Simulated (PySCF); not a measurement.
A structure optimised at PBE-D3(BJ)/def2-SVP, used in a PySCF frequency run:

```
Hg
Br 1 2.4356
Br 1 2.4356 2 180.00
```
Charge 0, spin multiplicity 1.

Write its SMILES, formula and point group.

[Br][Hg][Br], Br2Hg, D∞h

What are its rotational constants (standard atomic weights)?

0.53311 GHz (linear rotor, B only)
